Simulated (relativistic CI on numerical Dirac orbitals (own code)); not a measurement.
# Radial parameters of Hg⁶⁴⁺

These numbers are calculated, not measured: Dirac-Coulomb-Breit CI, separate exchange-only KLI orbitals for each configuration, model QED (radiative potential, 1s self-energy scaled to tabulated hydrogen-like ionisation energies), unscaled Slater integrals (own radial code, finite nucleus).

Slater integrals F^k, G^k are unscaled and averaged over j, outside the closed core [Ne]; ζ comes from projecting the Hamiltonian with its Breit term on Σ l·s of the shell.

- 3s2 3p4: F^2(3p,3p) = 586870, ζ(3p) = 2.7678e+06 cm⁻¹; <r>(3p) = 0.1655, <r^2>(3p) = 0.03181 (bohr units).
- 3s2 3p3 3d: F^2(3p,3p) = 586570, ζ(3p) = 2.7662e+06, F^2(3p,3d) = 593740, G^1(3p,3d) = 615310, G^3(3p,3d) = 415600, ζ(3d) = 369750 cm⁻¹; <r>(3p) = 0.1656, <r^2>(3p) = 0.03184, <r>(3d) = 0.1474, <r^2>(3d) = 0.02506 (bohr units).
- 3s 3p5: G^1(3s,3p) = 749960, ζ(3p) = 2.7677e+06 cm⁻¹; <r>(3s) = 0.1677, <r^2>(3s) = 0.03221, <r>(3p) = 0.1656, <r^2>(3p) = 0.03183 (bohr units).

Averages of the first 10 configurations, taken without configuration mixing, which lowers the lowest level and can move excited configurations by several eV; other configurations of the list can lie among them:

```csv
Configuration,Parity,States,Average energy above the lowest level (eV)
3s2 3p4,even,15,353.5
3s2 3p3 3d,odd,200,862.1
3s 3p5,odd,12,926.1
3p6,even,1,1524.6
3s 3p4 3d,even,300,1423.5
3s 3p3 3d2,odd,1800,1930.9
3p5 3d,odd,60,2010.8
3s2 3p2 3d 4p,odd,900,4255.4
3s2 3p3 4s,odd,40,3522.7
3s 3p3 3d 4s,odd,800,4581.9
```
